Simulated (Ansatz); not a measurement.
WO: shapes and states compared

Program: Ansatz, Gaussian basis, development build. Basis cc-pwCVTZ-PP on W, cc-pVTZ on O, scalar-relativistic core potentials (60 electrons on W), no spin–orbit coupling, 1 orbital frozen in the corrections; active space CAS(10,9). Restricted Hartree–Fock, then the lowest state-specific CASSCF solution met for each case. Coupled cluster stands on the determinant that it favours, not always the lowest RHF. Single-reference values can break down or jump between states where bonds are stretched. Solutions in different active orbitals can move differences by tenths of an eV and at times more than 1 eV.

Case A, singlet: bond length 1.6580 Å.

Case B, triplet: the shape of A.

Case C, triplet: bond length 1.9067 Å.

Energy less that of case A, in eV:

```tsv
case	RHF/ROHF	CASSCF	CCSD(T)
B	-0.969	-0.444	-0.862
C	+0.989	+0.885	+0.414
```

(1) What does SC-NEVPT2 give for these differences?

(2) Which case is lowest, and do the methods agree?

Answers

(1) B: -0.975 eV (-22.5 kcal/mol); C: +0.287 eV (6.6 kcal/mol).

(2) B is lowest in SC-NEVPT2. Of the methods shown, RHF/ROHF, CASSCF, CCSD(T) agree.
